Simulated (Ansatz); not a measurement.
Breaking a bond: BeH (cation, charge +1), singlet.

Calculation: full CI/cc-pVTZ, frozen core in Ansatz (a quantum-chemistry and plane-wave program).

Problem. Relative to R = 1.33 Å, what are the energies at R = 1.07, 1.79, 2.66, 3.62 Å?

Solution. 16.9 kcal/mol at 1.07 Å, 21.2 kcal/mol at 1.79 Å, 60.3 kcal/mol at 2.66 Å, 70.4 kcal/mol at 3.62 Å.
